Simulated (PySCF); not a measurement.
**First hyperpolarisability: `C=CN(C)/C=C\C`, C6H11N**

Cartesian coordinates in Å; atom numbers follow the order of the lines, from 1:
```xyz
18

C    -1.629    1.693    0.470
C    -0.704    0.959   -0.145
N    -0.633   -0.413   -0.162
C    -1.748   -1.179    0.336
C     0.476   -1.093   -0.635
C     1.756   -0.722   -0.592
C     2.344    0.486    0.064
H    -2.406    1.276    1.084
H    -1.620    2.762    0.372
H     0.056    1.437   -0.745
H    -2.685   -0.756   -0.031
H    -1.666   -2.209   -0.007
H    -1.771   -1.182    1.431
H     0.230   -2.053   -1.077
H     2.470   -1.376   -1.074
H     3.286    0.214    0.540
H     1.676    0.893    0.820
H     2.562    1.270   -0.664
```

Method used: quadratic response BHandHLYP/def2-SVPD first hyperpolarisability, Taylor convention, gas phase (PySCF). Geometry: GFN2-xTB.

Q: Give β for the processes computed.

A: In au, Taylor convention; the vector part is βᵢ = ⅓ Σⱼ (βᵢⱼⱼ + βⱼᵢⱼ + βⱼⱼᵢ); β∥ is 3/5 of the vector part along the dipole, the dipole points from − to +:
| process | λ (nm) | β vector norm | β∥ | β HRS | depolarisation ratio |
| --- | --- | --- | --- | --- | --- |
| static β(0;0,0) | ∞ | 81.6 | 21.3 | 79.9 | 1.79 |
| second harmonic β(−2ω;ω,ω) | 1064 | 106.0 | 30.0 | 100.5 | 1.83 |
| Pockels β(−ω;ω,0) | 1064 | 88.6 | 23.8 | – | – |

Q: Which lowest excitations, dipole and polarisabilities go with it?

A: S1 5.36 eV (f = 0.089); S2 5.57 eV (f = 0.390); S3 5.98 eV (f = 0.042); dipole 0.96 D; isotropic α 86.0 au static, 87.1 au at 1064 nm, 90.9 au at 532 nm.
